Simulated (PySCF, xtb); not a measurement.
Si(H)2(NCO)(OH) (CH3NO2Si), SMILES C(=N[SiH2]O)=O. The values are those of a single conformer.

Harmonic wavenumbers (cm⁻¹) from GFN2-xTB (xtb) at its own minimum, in rising order: 56, 95, 191, 280, 499, 508, 537, 589, 650, 744, 772, 789, 930, 1509, 2274, 2356, 2507, 3668.

Question: What does PySCF with PBE0-D3(BJ)/def2-SVP give at its own minimum? (An estimate is asked for; the answer gives what the named calculation found.)

Answer: 57, 70, 227, 328, 598, 624, 633, 642, 754, 835, 910, 939, 973, 1548, 2254, 2301, 2488, 3935. Paired by order, the mean absolute difference is 78 cm⁻¹ and the zero-point energies are 27.1 and 28.8 kcal/mol.
